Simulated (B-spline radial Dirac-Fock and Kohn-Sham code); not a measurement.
**Binding energies of Cd²⁰⁺ at several levels of theory**

System: Cd²⁰⁺ in the configuration [Ar] 3d10.

The density-functional columns are spherical, spin-unpolarised Dirac-Kohn-Sham results without Breit or QED terms: −ε is minus the orbital energy of the initial state and ΔSCF the difference of two total energies. The reference in the last column comes from multi-electron Dirac-Fock with separately optimised hole states, Breit and Lamb-shift corrections added in first order. All numbers are from a radial atomic solver, in eV; a selection of levels is shown. The Kohn-Sham columns are given as differences from the reference. For the 1s level of heavy atoms much of the gap between ΔSCF and the reference is the Breit and QED part, -83.9 eV here; for other levels the error of the functional can be larger.

| level | LDA −ε − DF | LDA ΔSCF − DF | Dirac-Fock |
| --- | --- | --- | --- |
| K (1s) | -259.6 | +76.7 | 27316.0 |
| L1 (2s) | -117.0 | -45.8 | 4613.2 |
| L2 (2p1/2) | -89.9 | -4.7 | 4319.8 |
| L3 (2p3/2) | -92.3 | -11.0 | 4129.3 |
| M1 (3s) | -58.9 | -28.1 | 1327.6 |
| M2 (3p1/2) | -48.2 | -16.6 | 1210.0 |
| M3 (3p3/2) | -47.9 | -17.0 | 1173.9 |
| M4 (3d3/2) | -32.3 | +1.1 | 969.9 |
| M5 (3d5/2) | -32.5 | +0.6 | 962.8 |

For the outermost level NIST gives 963 ± 4 eV (theoretical); the differences from it are LDA −ε -32.78, LDA ΔSCF +0.36, Dirac-Fock -0.24 eV.

Values without a named source are computed, but for edge energies of neutral atoms, which are taken from tables.
